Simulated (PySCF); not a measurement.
Computed IR spectrum (relative IR intensity) of a molecule C₅H₁₁Si, multiplicity 2. Coordinates come from a ωB97X-D3(BJ)/def2-SVP optimisation. The values are those of a single conformer. These are ωB97X-D3(BJ)/def2-SVP (PySCF 2.14.0) values and carry that method's errors. Frequencies are harmonic and unscaled.

```csv
ν (cm⁻¹),relative intensity
360,3.7
526,13
570,23
701,2.0
708,18
744,12
768,6.4
824,65
856,100
867,74
1004,20
1016,6.8
1058,6.0
1278,25
1283,15
1387,4.6
1431,9.6
1440,2.9
1448,3.2
1452,2.7
1709,4.5
3062,5.6
3141,10
3149,2.9
3159,3.6
3162,4.1
3165,9.4
3167,4.6
3236,7.5
```

Identify the compound among the candidates.
A) C=[C][Si](C)(C)C
B) [CH]=C[Si](C)(C)C
C) [CH2][Si](C)(C)C=C

C, [CH2][Si](C)(C)C=C
